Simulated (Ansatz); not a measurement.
tin monoxide cation (OSn), SMILES [Sn]=[O] (connectivity only; charge and spin as stated), charge +1, multiplicity 2. Atoms are numbered in the order given.

```xyz
2

Sn     0.0000     0.0000    -0.2605
O      0.0000     0.0000     1.7112
```
Charge +1, spin multiplicity 2.

The structure is a stationary point at PBE0-D3(BJ)/def2-TZVP. The spin state was assumed, not searched. The def2 effective core potentials stand for the cores of Sn; spin–orbit coupling is left out.

Two levels are set side by side: PBE-D3(BJ)/def2-TZVP (Ansatz, a quantum-chemistry and plane-wave program) and PBE0-D3(BJ)/def2-TZVP (Ansatz). Each level has its own optimised geometry; the coordinates shown are those of the second. Differences are taken from unrounded values.

```tsv
quantity	PBE0-D3(BJ)
bond Sn1–O2 (Å)	1.972
```

**Question.** What does PBE-D3(BJ) give, and how far is it from PBE0-D3(BJ)? (Estimate from the structure and the level; the computed values follow.)

**Answer.** 
```csv
quantity,PBE-D3(BJ),PBE-D3(BJ) minus PBE0-D3(BJ)
bond Sn1–O2 (Å),2.003,0.032
```

On these quantities the two levels nearly agree.
